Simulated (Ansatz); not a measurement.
Cost and result for the atomization energy of CH₄FInS, SMILES `[CH3][In]([F])[SH]` (8 atoms, 7 bonds).

Charge 0, multiplicity 1. Correlated methods include outer-core shells of In, which these sets cover unevenly. In: def2 effective core potential. Geometry: relaxed with PBE0-D4/def2-TZVP. It is one conformer, not always the lowest. Program: Ansatz. All runs use 4 threads of an Arm Neoverse V1 on a shared host. Times are those of one run each, without the atoms' runs, and a repeat can differ threefold. Electronic energies, without spin–orbit coupling; frozen cores. CCSD(T)/CBS adds CCSD(T) − MP2 in def2-TZVPP to the MP2 limit, and its time is that of the two runs behind it. T1 = 0.014. With those shells the extrapolation isn't a true limit.

CCSD(T)/CBS is a level of theory with its own doubt, some kJ/mol a heavy atom from the limit and from the frozen cores, so smaller differences don't rank the functionals.

```tsv
level	functions	wall time	atomization (kJ/mol)	difference from CCSD(T)/CBS	per bond
revPBE-D4/def2-TZVPP	210	1.5 s	2532.9	-54.3	-7.8
BLYP-D4/def2-TZVPP	210	1.6 s	2540.9	-46.3	-6.6
PBE-D4/def2-TZVPP (with forces)	210	1.9 s	2605.1	17.9	2.6
PBE0-D4/def2-TZVPP	210	2.2 s	2556.9	-30.3	-4.3
CAM-B3LYP-D4/def2-TZVPP	210	2.6 s	2564.6	-22.6	-3.2
CCSD(T)/def2-SVP	92	3.2 s	2401.5	-185.7	-26.5
PBE-QIDH/def2-TZVPP	210	3.9 s	2548.2	-39.0	-5.6
B2PLYP/def2-TZVPP	210	4.1 s	2528.5	-58.7	-8.4
ωB97X-V/def2-TZVPP	210	6 s	2585.8	-1.4	-0.2
B97M-V/def2-TZVPP	210	6.5 s	2583.8	-3.4	-0.5
MP2/def2-QZVPP	386	12 s	2593.6	6.4	0.9
CCSD(T)/def2-TZVPP	210	83 s	2510.3	-76.9	-11.0
CCSD(T)/CBS(def2)	–	95 s	2587.2	0.0	0.0
```

From PBE to PBE0 (25 % exact exchange), in def2-TZVPP and without D4, the atomization energy moves by −46.2 kJ/mol: exact exchange takes away binding that semilocal exchange gives to molecules. In def2-TZVPP, CCSD(T) changes the Hartree–Fock value by +662.2 kJ/mol (the triples alone add +43.4 kJ/mol) and MP2 by +699.5 kJ/mol; breaking electron pairs costs correlation energy, which Hartree–Fock lacks. The D4 term adds +23.0 kJ/mol with B3LYP and +12.1 kJ/mol with PBE0; it sums over pairs of atoms, weighted by their polarisabilities, and B3LYP, whose exchange is more repulsive, gets the larger term.

B3LYP here is the variant with VWN-RPA as its local correlation; programs differ in this.

Spin–orbit coupling would lower the free In atoms strongly, and the atomization energy with them, by more than many differences here.
